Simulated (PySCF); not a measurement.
Job for PySCF: D3(BJ) and D4 dispersion corrections on AlAsH4 (SMILES [AlH2][AsH2]), a point of a torsion scan.

```python
from pyscf import gto
from pyscf.dispersion import dftd3, dftd4

mol = gto.M(
    atom='''
    Al   -0.84657508    0.07615851   -0.07373767
    As    1.53689322    0.16925517   -0.33238384
    H    -1.60834276   -1.20210825   -0.54607243
    H    -1.86916847    1.08906354    0.52154556
    H     1.42375641   -1.05039039    0.57029345
    H     1.14858724   -0.72369354   -1.49923410
    ''',
    basis='def2-svp',
    charge=0, spin=0, verbose=0, max_memory=1800)
d3, d4 = {}, {}
for xc in ['hf', 'pbe', 'blyp', 'revpbe', 'tpss', 'r2scan', 'b3lyp', 'pbe0', 'bhlyp', 'camb3lyp', 'b2plyp']:
    d3[xc] = float(dftd3.DFTD3Dispersion(mol, xc=xc, version='d3bj', atm=False).get_dispersion()['energy'])
    print(f'D3(BJ) {xc:10s} {d3[xc]:14.8f} Eh')
for xc in ['hf', 'pbe', 'blyp', 'revpbe', 'tpss', 'r2scan', 'b3lyp', 'pbe0', 'bhlyp', 'camb3lyp', 'b2plyp']:
    d4[xc] = float(dftd4.DFTD4Dispersion(mol, xc={'camb3lyp': 'cam-b3lyp'}.get(xc, xc), atm=True).get_dispersion()['energy'])
    print(f'D4     {xc:10s} {d4[xc]:14.8f} Eh')
```

Program output:

```
D3(BJ) hf            -0.03379096 Eh
D3(BJ) pbe           -0.00363440 Eh
D3(BJ) blyp          -0.00842935 Eh
D3(BJ) revpbe        -0.00865110 Eh
D3(BJ) tpss          -0.00475517 Eh
D3(BJ) r2scan        -0.00097238 Eh
D3(BJ) b3lyp         -0.00706748 Eh
D3(BJ) pbe0          -0.00332584 Eh
D3(BJ) bhlyp         -0.00631787 Eh
D3(BJ) camb3lyp      -0.00335099 Eh
D3(BJ) b2plyp        -0.00368977 Eh
D4     hf            -0.01224761 Eh
D4     pbe           -0.00360137 Eh
D4     blyp          -0.00780620 Eh
D4     revpbe        -0.00977717 Eh
D4     tpss          -0.00481503 Eh
D4     r2scan        -0.00079035 Eh
D4     b3lyp         -0.00590540 Eh
D4     pbe0          -0.00303562 Eh
D4     bhlyp         -0.00519897 Eh
D4     camb3lyp      -0.00313089 Eh
D4     b2plyp        -0.00246803 Eh
```

The run finished.

Cost: about 0.020 core-seconds (a rough figure).
